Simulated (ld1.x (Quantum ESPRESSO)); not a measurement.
**Debugging a pseudopotential input (Be (Z = 4), ld1.x (Quantum ESPRESSO) 7.5)**

Command:

```bash
ld1.x < Be.in > Be.out
```

Input:

```
&input
   title='Be', zed=4., rel=1, dft='PZ', iswitch=3,
   config='[Ar] 2s2 2p0 3d-2',
   nld=3, rlderiv=3.75, eminld=-10.0, emaxld=5.0, deld=0.04
 /
 &inputp
   pseudotype=2, tm=.false., rho0=0.01, lloc=0,
   nlcc=.false.,
   file_pseudopw='Be.UPF', file_wfcaegen='ae.wfc', file_wfcncgen='nc.wfc', file_beta='beta', file_chi='chi'
 /
3
2P  2  1   0.00   0.00  3.45  3.45  0.0
3D  3  2  -2.00   0.10  3.30  3.30  0.0
1S  1  0   2.00   0.00  0.35  0.35  0.0
 &test
   configts(1)='1s2 2s2 2p0'
 /
```

Output:

```
Program LD1 v.7.5

 %%%%%%%%%%%%%%%%%%%%%%%%%%%%%%%%%%%%%%%%%%%%%%%%%%%%%%%%%%%%%%%%%%%%%%%%%%%%%%
     Error in routine el_config (6):
     wavefunction 2S found too many times
 %%%%%%%%%%%%%%%%%%%%%%%%%%%%%%%%%%%%%%%%%%%%%%%%%%%%%%%%%%%%%%%%%%%%%%%%%%%%%%

     stopping ...
```

This input was made by a single change from one that runs to its end. What was changed?

The change: core typed as [Ar] in place of [He]. The program refuses the input: "el_config: wavefunction 2S found too many times".
